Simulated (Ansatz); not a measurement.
`CS[SiH2][SeH]` → C• + 6 H• + S• + Se• + Si•  (atomization)

Isolated molecules relaxed with PBE0-D4/def2-TZVP in Ansatz; ΔE leaves out vibrations. CCSD(T)/CBS is the MP2 limit (def2-TZVPP, def2-QZVPP) plus CCSD(T) − MP2 in def2-TZVPP, frozen cores. This one scheme is used for every species, atoms too. Functionals use def2-TZVPP. B3LYP here is the variant with VWN-RPA as its local correlation; programs differ in this. Open shells (•) are unrestricted, without spin–orbit coupling. Spin–orbit coupling would lower the free atoms: a little for C, S, Si; clearly for Se. Bonds to Se are less sure, by a few kJ/mol each and by 10 to 20 or more in all where they break to atoms, as the def2 sets lack core-valence functions. Scalar relativity is left out up to krypton. Each species was taken in one conformer, which may not be the lowest.

| level | ΔE (kcal/mol) | difference from CCSD(T)/CBS |
| --- | --- | --- |
| PBE-D4 | 771.2 | 4.0 |
| r2SCAN-D4 | 767.4 | 0.2 |
| ωB97X-V | 769.4 | 2.2 |
| ωB97M-V | 765.7 | -1.5 |
| PBE | 764.8 | -2.4 |
| r2SCAN | 765.9 | -1.3 |
| PBE0 | 758.2 | -9.0 |
| B3LYP | 751.9 | -15.3 |
| MP2/def2-TZVPP | 747.7 | -19.5 |
| SCS-MP2/def2-TZVPP | 748.3 | -18.9 |
| CCSD/def2-TZVPP | 733.1 | -34.1 |
| CCSD(T)/def2-TZVPP | 744.1 | -23.1 |
| HF/def2-QZVPP | 558.3 | -208.9 |
| MP2/def2-QZVPP | 761.2 | -6.0 |
| SCS-MP2/def2-QZVPP | 763.1 | -4.1 |
| HF/CBS(def2) | 558.4 | -208.8 |
| CCSD(T)/CBS | 767.2 | 0 |

Largest T1 diagnostic among the species: 0.012.

In def2-TZVPP, CCSD(T) changes the Hartree–Fock value by +186.5 kcal/mol (the triples alone add +11.1 kcal/mol) and MP2 by +190.1 kcal/mol; breaking electron pairs costs correlation energy, which Hartree–Fock lacks. The D4 term adds +10.4 kcal/mol with B3LYP and +5.4 kcal/mol with PBE0; it sums over pairs of atoms, weighted by their polarisabilities, and B3LYP, whose exchange is more repulsive, gets the larger term. From PBE to PBE0 (25 % exact exchange), in def2-TZVPP and without D4, ΔE moves by −6.6 kcal/mol: exact exchange takes away binding that semilocal exchange gives to molecules.

For atomizations the MP2-based limit and the directly extrapolated one differ by several kJ/mol either way, and by 10 to 25 for some Ge, Se and Sn compounds, so smaller differences from it don't rank the levels.
